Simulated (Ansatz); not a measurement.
Geometry optimisation, RKS PBE0-D4/6-31G (Ansatz).

input.yaml

```yaml
crystal:
  periodic: [false, false, false]
  atoms:
    - { symbol: "N", position_ang: [-1.691, -1.53, 0.0523] }
    - { symbol: Si, position_ang: [-0.1557, -1.0207, -0.2684] }
    - { symbol: "N", position_ang: [-0.0524, 0.1128, 0.9874] }
    - { symbol: C, position_ang: [0.9758, 1.1362, 0.4145] }
    - { symbol: Si, position_ang: [0.3461, 0.8115, -1.4321] }
    - { symbol: H, position_ang: [-2.2302, -0.6372, 0.3648] }
    - { symbol: H, position_ang: [-1.7223, -2.1129, 0.8417] }
    - { symbol: H, position_ang: [0.8604, -2.072, 0.0088] }
    - { symbol: H, position_ang: [0.3378, -0.3126, 1.8905] }
    - { symbol: H, position_ang: [1.9705, 0.9114, 0.5859] }
    - { symbol: H, position_ang: [-0.71594, 0.89278, 1.16891] }
    - { symbol: H, position_ang: [1.5145, 0.7957, -2.3483] }
    - { symbol: H, position_ang: [-0.8293, 1.733, -1.855] }
basis:
  gaussian: { orbitals: "6-31G" }
hamiltonian:
  xc: pbe0
  dispersion: d4
relax:
  f_tol: 0.02
  max_steps: 50
output:
  orbitals: {}
```

Command:

```bash
$ ansatz run input.yaml --threads 1 --pin off --max-ram 2048MiB --backend cpu --events-out ev --progress --plain --runs-dir out
```

Task: Where does it end, and by what steps?

Result: The forces met the threshold. Limits of this set-up: no polarisation functions. After 16 steps the energy has fallen by 3.330 eV; H10 moved furthest, 0.92 Å.

| step | energy less start (eV) | largest force component (eV/Å) | accepted |
| --- | --- | --- | --- |
| 0 | 0.0000 | 6.914 | yes |
| 1 | -1.7664 | 2.848 | yes |
| 2 | -2.5408 | 1.414 | yes |
| 3 | -2.8442 | 0.802 | yes |
| 4 | -3.0474 | 0.730 | yes |
| 5 | -3.1537 | 1.588 | yes |
| 6 | -3.1402 | 0.646 | no |
| 7 | -3.2451 | 0.511 | yes |
| 8 | -3.2613 | 0.233 | yes |
| 9 | -3.2916 | 0.219 | yes |
| 10 | -3.3032 | 0.877 | yes |
| 11 | -3.3131 | 0.255 | yes |
| 12 | -3.3249 | 0.260 | yes |
| 13 | -3.3255 | 0.219 | yes |
| 14 | -3.3293 | 0.050 | yes |
| 15 | -3.3297 | 0.031 | yes |
| 16 | -3.3299 | 0.018 | yes |

```xyz
13
Properties=species:S:1:pos:R:3
N -1.925 -1.534 0.135
Si -0.292 -0.959 -0.152
N 0.361 0.259 1.250
C 1.149 1.082 0.276
Si 0.466 0.874 -1.402
H -2.735 -1.042 -0.207
H -2.136 -2.402 0.603
H 0.582 -2.154 0.121
H 0.948 -0.221 1.937
H 1.830 1.809 0.700
H -0.386 0.736 1.763
H 1.407 0.579 -2.555
H -0.660 1.682 -2.058
```

Time of the run: 49 s on 1 thread of Intel(R) Xeon(R) 6975P-C (Granite Rapids), with other jobs on the host, peak memory 0.19 GiB.
